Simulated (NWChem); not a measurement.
System: C$_{3}$H$_{5}$ClSi; SMILES C#CC[SiH2]Cl

NWChem input:

```
start job
memory heap 200 mb stack 900 mb global 1100 mb
geometry units angstroms noautosym nocenter noautoz
  C      1.049102    -2.632850    -0.310339
  C      0.168267    -1.921480     0.110557
  C     -0.883317    -1.031011     0.583056
  Si    -0.883288     0.649670    -0.301774
  Cl     0.821779     1.733988     0.187677
  H      1.827362    -3.266513    -0.669754
  H     -1.875658    -1.477690     0.417637
  H     -0.798127    -0.858959     1.664693
  H     -2.058456     1.438217     0.147034
  H     -0.909222     0.467988    -1.771004
end
basis spherical
  * library pcsseg-1
end
dft
  xc pbe0
  iterations 150
end
property
  shielding
end
task dft property
```

All runs use the structure optimised with B3LYP/6-31G* (spherical d).

GIAO values for the isolated, static molecule; σ is the absolute isotropic shielding, δ = σ(reference) − σ with the isolated reference molecule computed at the same levels (13C: tetramethylsilane, 1H: tetramethylsilane, 29Si: tetramethylsilane).

Atoms are numbered as in the input.

What results follow from this input? (PBE0/pcSseg-1, GIAO.) Quantities: δ C1 (ppm); δ C3 (ppm); δ Si4 (ppm); σ Cl5 (ppm); δ H6 (ppm); δ H7 (ppm); δ H10 (ppm).


```yaml
"δ C1 (ppm)": 75.9
"δ C3 (ppm)": 9.0
"δ Si4 (ppm)": -3.1
"σ Cl5 (ppm)": 995.3
"δ H6 (ppm)": 1.73
"δ H7 (ppm)": 1.64
"δ H10 (ppm)": 5.17
```
